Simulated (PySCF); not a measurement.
GeHCl3, SMILES [Cl][GeH]([Cl])[Cl].

The structure is a stationary point at B3LYP-D3(BJ)/def2-SVP. The isomer is the one that the SMILES or the coordinates give; other isomers of the formula were not compared.

These are r2SCAN/def2-TZVP run with PySCF values and carry that method's errors.

Gas-phase values at a fixed geometry.

Question: Estimate the frontier levels, gap, dipole moment and polarisability. (The exact figures need the calculation; the answer reports its results.)

Answer: 
The highest occupied level is -8.34 eV. The lowest empty level is -2.45 eV and the orbital gap comes out as 5.88 eV. The dipole moment is 1.50 D and the quadrupole, principal values (traceless, Buckingham form, about the centre of nuclear charge) is -1.82, -1.82, 3.64 D·Å. The mean static polarisability is 63.9 bohr³ (9.47 Å³) and the polarisability, principal values is 52.4, 69.6, 69.6 bohr³.
